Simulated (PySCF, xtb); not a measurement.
C4H10OSi, SMILES C[SiH2]C1COC1.

GFN2-xTB in xtb 6.7.1 at its own geometry gives an orbital gap of 5.52 eV and a dipole moment of 2.48 D.

Coordinates come from a PBE0-D3(BJ)/def2-SVP optimisation. This is a generated structure with no PubChem entry under its InChIKey; it may be hypothetical. One conformer was computed; it need not be the lowest.

Question: What does PBE/def2-TZVP (PySCF) give? (An estimate is asked for; the answer gives what the named calculation found.)

Answer: gap 5.47 eV (levels -5.59 and -0.12 eV), dipole 1.97 D.
